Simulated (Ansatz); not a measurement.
Conformers of CH$_{8}$O$_{4}$Si$_{2}$, SMILES `O[SiH2]C[Si](O)(O)O`, each relaxed with PBE0-D4/def2-TZVP in Ansatz. CBS adds the triple-zeta coupled-cluster correction to the MP2 limit.

Not all of them had a frequency check.

Conformer A:

Z-matrix (Å, degrees):
```
Si
C 1 1.872
O 1 1.641 2 110.4
H 1 1.483 2 112.4 3 -119.8
H 1 1.498 2 107.1 3 121.6
Si 2 1.846 1 112.4 3 -59.7
H 2 1.095 1 108.7 3 61.4
H 2 1.095 1 109.5 3 178.8
H 3 0.966 1 113.2 2 35.0
O 6 1.634 2 116.4 1 168.0
O 6 1.641 2 111.5 1 -71.7
O 6 1.650 2 104.0 1 50.3
H 10 0.958 6 116.5 2 100.3
H 11 0.959 6 117.5 2 44.0
H 12 0.959 6 117.1 2 168.1
```

Conformer B:

Z-matrix (Å, degrees):
```
Si
C 1 1.877
O 1 1.643 2 109.9
H 1 1.489 2 108.5 3 123.1
H 1 1.485 2 110.8 3 -117.7
Si 2 1.846 1 114.5 3 -56.9
H 2 1.096 1 109.5 3 -179.2
H 2 1.096 1 107.5 3 64.7
H 3 0.965 1 112.9 2 37.5
O 6 1.651 2 104.6 1 45.6
O 6 1.634 2 113.8 1 -71.8
O 6 1.642 2 114.0 1 168.5
H 10 0.959 6 116.6 2 -172.0
H 11 0.958 6 116.8 2 -103.5
H 12 0.958 6 118.3 2 -48.2
```

(1) Which is lowest in electronic energy at CCSD(T)/CBS (frozen core, def2 sets), and by how much? (Best estimate.)

(2) Give the energies relative to A (kJ/mol) with PBE-D4/def2-TZVPP, ωB97X-V/def2-TZVPP, ωB97M-V/def2-TZVPP, PBE/def2-TZVPP, MP2/def2-TZVPP, CCSD/def2-TZVPP, HF/CBS(def2). (Estimate.)

## Answers

(1) Computed: A; B lies 3.1 kJ/mol higher.

(2) Ansatz gave: 
```csv
level,B
PBE-D4/def2-TZVPP,3.5
ωB97X-V/def2-TZVPP,3.3
ωB97M-V/def2-TZVPP,3.5
PBE/def2-TZVPP,3.2
MP2/def2-TZVPP,3.0
CCSD/def2-TZVPP,2.6
HF/CBS(def2),1.4
```
